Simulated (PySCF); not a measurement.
B3LYP has the VWN-RPA correlation part, as in Gaussian. Delta-SCF ions had no search for a lower state. Excitations are Tamm–Dancoff values on a coarser integration grid. The basis has no diffuse functions, so Rydberg states are missing or too high.

**CH4OSi, SMILES `OC=[SiH2]` (H–O–C–Si torsion 163°) (charge 0, multiplicity 1)**

The numbers are results of B3LYP-D3(BJ)/def2-TZVP run with PySCF, not measurements.

HOMO: -5.50 eV
dipole moment: 0.330 e·Å
HOMO–LUMO gap: 4.34 eV
LUMO: -1.16 eV
S1 excitation (TDA): 4.52 eV
S1 oscillator strength: 0.003
brightest of the four lowest singlets (TDA): 5.15 eV
T1 excitation (TDA): 2.11 eV
S1–T1 gap (TDA): 2.41 eV
vertical ionisation energy (Delta-SCF): 7.86 eV
total energy: -11027.12 eV
cost: around 50 core-seconds (rough)

```xyz
7

O      0.2591    -0.3577     1.5775
C     -0.3256    -0.2403     0.3472
Si     0.3742     0.5243    -1.0408
H     -0.4047    -0.5756     2.2401
H     -1.3531    -0.5914     0.2793
H     -0.3445     0.3361    -2.3094
H      1.7946     0.9047    -1.0940
```
Charge 0, spin multiplicity 1.
